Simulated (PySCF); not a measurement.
SMILES O=S(=O)(O)[OH2+] (charge +1) (CAM-B3LYP/def2-SVP optimised geometry):

```
8

O     -1.034    -1.353     1.297
S     -0.550    -1.065     0.000
O     -1.138    -1.295    -1.272
O      0.998    -1.065     0.000
O     -0.678     0.905     0.000
H      1.402    -1.033    -0.896
H     -1.402     1.278    -0.545
H     -0.650     1.353     0.871
```

Computed with CAM-B3LYP/def2-TZVP in PySCF 2.14.0.

Question: What are the frontier orbital energies?

Answer: HOMO-2 -18.55 eV, HOMO-1 -18.21 eV, HOMO -17.74 eV, LUMO -6.59 eV, LUMO+1 -5.31 eV.

Meta-Löwdin charges at CAM-B3LYP/def2-TZVP: O1 -0.62, S2 2.13, O3 -0.65, O4 -0.58, O5 -0.55, H6 0.42, H7 0.42, H8 0.42.
